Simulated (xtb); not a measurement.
MoF6, SMILES [F][Mo]([F])([F])([F])([F])[F], multiplicity 1. All values are semi-empirical tight-binding results from xtb (GFN2-xTB unless named), good for trends rather than for accurate numbers. Geometry optimised at GFN2-xTB. The spin state was assumed, not searched. The isomer is the one that the SMILES or the coordinates give; other isomers of the formula were not compared.

Optimised geometry:

```xyz
7

Mo     0.0000     0.0000     0.0000
F      0.0000     1.7366     0.0000
F      0.0000    -1.7366     0.0000
F      0.0000     0.0000    -1.7366
F      1.7366     0.0000     0.0000
F     -1.7366     0.0000     0.0000
F      0.0000     0.0000     1.7366
```

For metal compounds this method's bond lengths and energies can be far off.

```yaml
point_group_as_xtb_finds_it: Oh
orbital_gap: 5.74 eV
zero_point_energy: 8.6 kcal/mol
G − E(el) at 298.15 K (modified RRHO): -10.0 kcal/mol
```

Computed atomic charges and the Wiberg bond orders between heavy atoms:
charges (e) Mo1 1.62, F2 -0.27, F3 -0.27, F4 -0.27, F5 -0.27, F6 -0.27, F7 -0.27. Bond orders Mo1–F2 1.08, Mo1–F3 1.08, Mo1–F4 1.08, Mo1–F5 1.08, Mo1–F6 1.08, Mo1–F7 1.08.
